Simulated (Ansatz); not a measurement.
Reaction 2 R1 + R2 + R3 + 3 R4 → 6 P1 + P2, each structure at its B3LYP-D3(BJ)/def2-SVP stationary point, reached from a drawn start (curvature not checked).
P1: H2 (SMILES [H][H]), charge 0, multiplicity 1.
R1: H2O (SMILES O), charge 0, multiplicity 1.
R2, HCl (SMILES Cl) (charge 0, multiplicity 1):
```xyz
2

Cl     0.00000     0.00000     0.64477
H      0.00000     0.00000    -0.64477
```
R3, HF (SMILES F) (charge 0, multiplicity 1):
```json
[
 {"atom": "F", "x (Å)": "0.0000", "y (Å)": "0.0000", "z (Å)": "0.4624"},
 {"atom": "H", "x (Å)": "0.0000", "y (Å)": "0.0000", "z (Å)": "-0.4624"}
]
```
R4: SiH4 (SMILES [SiH4]), charge 0, multiplicity 1.
P2, ClFH6O2Si3 (SMILES F[Si](Cl)(O[SiH3])O[SiH3]) (charge 0, multiplicity 1):
```xyz
13

Si     0.1306     1.1011     0.6437
O     -0.8110    -0.2258     0.5786
Si    -2.3885    -0.7323     0.3274
O      1.5759     0.8121    -0.0347
Si     2.4277    -0.3689    -0.8617
F      0.3535     1.5231     2.1791
Cl    -0.8085     2.6673    -0.2903
H     -2.7477    -0.5427    -1.1041
H     -3.3158     0.0518     1.1877
H     -2.4506    -2.1726     0.6832
H      1.6087    -0.8715    -1.9998
H      2.7481    -1.4945     0.0576
H      3.6778     0.2528    -1.3668
```

P less R. No zero-point or thermal terms. One arrangement of each flexible species, with no search for the lowest.

Correlated levels freeze the cores.

Codes used: Ansatz (an electronic-structure program) with Gaussian orbitals. Each number belongs to the level named beside it.

Total energies in hartree:

```csv
structure,PBE/def2-TZVPP,PBE0/def2-TZVPP,CCSD(T)/cc-pV(T+d)Z
P1,-1.166089,-1.168332,-1.172125
R1,-76.380213,-76.380639,-76.332119
R2,-460.627433,-460.665390,-460.339697
R3,-100.393476,-100.393998,-100.338294
R4,-291.721820,-291.756561,-291.439958
P2,-1582.133056,-1582.263284,-1580.835717
```

**Question.** Work out the reaction energy at each level in kJ/mol (1 hartree = 2625.49964 kJ/mol), and say how far PBE/def2-TZVPP lies from CCSD(T)/cc-pV(T+d)Z.

**Answer.** 
- PBE/def2-TZVPP: 6 × (-1.166089) + (-1582.133056) − (-460.627433) − (-100.393476) − 2 × (-76.380213) − 3 × (-291.721820) = -0.182795 hartree = -479.9 kJ/mol
- PBE0/def2-TZVPP: 6 × (-1.168332) + (-1582.263284) − (-460.665390) − (-100.393998) − 2 × (-76.380639) − 3 × (-291.756561) = -0.182927 hartree = -480.3 kJ/mol
- CCSD(T)/cc-pV(T+d)Z: 6 × (-1.172125) + (-1580.835717) − (-460.339697) − (-100.338294) − 2 × (-76.332119) − 3 × (-291.439958) = -0.206364 hartree = -541.8 kJ/mol
PBE/def2-TZVPP less CCSD(T)/cc-pV(T+d)Z: 61.9 kJ/mol. CCSD(T)/cc-pV(T+d)Z is the level counted from, the highest shown, and no exact or measured value.
